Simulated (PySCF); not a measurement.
**Radiative rates from a computed spectrum**

C₄H₈F₃P.
SMILES: `CP(C)CC(F)(F)F`

Method used: TDDFT CAM-B3LYP/def2-SVPD, vertical, gas phase, core orbitals frozen in the response (PySCF 2.14.0, density-fitted response routines). Isolated species at its GFN2-xTB geometry (one conformer only). Torsions of this conformer, `[CH3:1][P:2]([CH3:3])[CH2:4][C:5]([F:6])([F:7])[F:8]`: C1–P2–C4–C5 -86°, P2–C4–C5–F6 66°.

Computed singlets with f of 0.002 or more:

```csv
state,E (eV),f
S1,6.64,0.084
S2,6.88,0.116
S3,7.00,0.052
S4,7.80,0.239
S5,7.96,0.0069
S6,8.02,0.019
S7,8.32,0.0031
```

Turn these into Einstein A coefficients, radiative lifetimes, transition dipoles and integrated cross-sections.

Relations used (vacuum, state to state): A = 0.6670 f ν̃² s⁻¹ (ν̃ in cm⁻¹); τ = 1/A; f = (2/3) ΔE |μ|² in atomic units; ∫σ dE = 109.76 f Mb·eV.

```csv
state,A (s⁻¹),τ,|μ| (D),∫σ dE (Mb·eV)
S1,1.6×10⁸,6.2 ns,1.83,9.2
S2,2.4×10⁸,4.2 ns,2.11,13
S3,1.1×10⁸,9 ns,1.40,5.7
S4,6.3×10⁸,1.6 ns,2.84,26
S5,1.9×10⁷,53 ns,0.48,0.75
S6,5.3×10⁷,19 ns,0.79,2.1
S7,9.3×10⁶,110 ns,0.31,0.34
```

Leading configurations: S1 H→L (54%); S2 H→L+2 (84%); S3 H→L+1 (47%); S4 H→L+3 (81%); S5 H→L+5 (84%); S6 H→L+4 (46%); S7 H→L+7 (25%) (H = HOMO, L = LUMO).

Only emission to the ground state at the vertical energy is counted.

By what factor does the largest A in the list exceed the smallest?

S4 has 68 times the rate of S7.

How much energy does a mole of photons resonant with S4 carry?

7.796 eV × 96.485 = 752 kJ/mol (180 kcal/mol).

Suppose S1 emitted 0.3 eV lower with the same transition dipole. How would A change?

At fixed |μ|, A goes as the cube of the energy: (6.34/6.64)³ = 0.87, which makes τ about 7.2 ns.

The run took 59 s on Arm Neoverse V1, one thread, no GPU, shared host.
